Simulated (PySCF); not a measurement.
From results back to the method.

C3H8BFO.
Z-matrix (Å and degrees, PBE0-D3(BJ)/def2-SVP geometry), rows numbered from 1:
```
C 
B   1  1.5677
O   2  1.3639  1  123.65
C   3  1.3891  2  123.00  1    -0.93
C   4  1.5020  3  109.55  2   174.84
F   4  1.3718  3  108.76  2   -65.47
H   1  1.0986  2  112.45  3  -163.21
H   1  1.1047  2  107.89  3    78.23
H   1  1.1020  2  113.72  3   -38.76
H   2  1.2117  1  122.89  3  -178.88
H   4  1.1056  3  110.24  2    51.07
H   5  1.0986  4  110.02  3   -61.04
H   5  1.0990  4  109.23  3    58.33
H   5  1.0983  4  110.28  3   178.50
```

The closed-shell ground state was solved 7 times with PySCF (density fitting, gas phase), always in the pcSseg-1 basis (142 functions), with these functionals: B97-2, B97-D, CAM-B3LYP, LC-wPBE, LDA, mPW1PW91 and wB97X-D.

| row | total energy (Eh) | HOMO (eV) | LUMO (eV) | dipole (D) |
| --- | --- | --- | --- | --- |
| P | -318.9744 | -10.43 | 1.80 | 1.71 |
| Q | -318.8672 | -7.02 | -0.96 | 1.65 |
| R | -318.8847 | -11.29 | 2.24 | 1.73 |
| S | -318.9428 | -9.94 | 1.00 | 1.72 |
| T | -318.9632 | -8.23 | -0.12 | 1.68 |
| U | -318.9930 | -8.53 | -0.12 | 1.70 |
| V | -316.4997 | -7.07 | -1.40 | 1.69 |

Q: Which functional belongs to which row?

A: P = wB97X-D, Q = B97-D, R = LC-wPBE, S = CAM-B3LYP, T = B97-2, U = mPW1PW91, V = LDA. By rising HOMO–LUMO gap: LDA (LDA) 5.67 eV; B97-D (GGA) 6.06 eV; B97-2 (global hybrid, 21 % exact exchange) 8.11 eV; mPW1PW91 (global hybrid, 25 % exact exchange) 8.41 eV; CAM-B3LYP (range-separated hybrid) 10.94 eV; wB97X-D (range-separated hybrid) 12.23 eV; LC-wPBE (range-separated hybrid) 13.53 eV. Total energies of different functionals aren't bounds to one another; each is stationary for its own functional.

One conformer stands for the species.

The pairwise dispersion term of B97-D and wB97X-D wasn't added to the energies; at a given geometry it leaves orbitals and properties as they are.
